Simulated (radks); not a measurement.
Ionisation of the argon ion Ar+, [Ne] 3s2 3p5, to [Ne] 3s2 3p4 as the strength of local exchange is varied. Calculated with a radial shooting solver on a logarithmic mesh with Libxc functionals: Dirac Kohn-Sham, Slater X-alpha exchange (alpha = 2/3 is LDA exchange), no correlation, spin-unpolarised, spherical densities, point nucleus; open shells fill j = l - 1/2 first.

alpha  E(Ar+) (hartree)  exchange (hartree)  IE (eV)  -e of the level emptied (eV)  <r> of it (bohr)
0.667        -525.86121           -27.56059   27.172                20.690 (3p3/2)             1.567
0.77         -530.13148           -32.03003   28.939                22.339 (3p3/2)             1.537
0.815        -532.00608           -34.00055   29.728                23.078 (3p3/2)             1.524
0.823        -532.33992           -34.35200   29.869                23.210 (3p3/2)             1.522
0.881        -534.76536           -36.91027   30.903                24.181 (3p3/2)             1.505
0.882        -534.80726           -36.95453   30.920                24.198 (3p3/2)             1.505
0.896        -535.39410           -37.57482   31.173                24.435 (3p3/2)             1.501

NIST Atomic Spectra Database: 27.630 eV (measured). The Delta-SCF value meets it near alpha = 0.69. Spin polarisation and multiplet splitting are left out, so open shells lie too high by an amount that depends on their filling.

Beside tabulated values, note that spin-unpolarised runs miss the spin-polarisation part of the exchange energy of open shells.
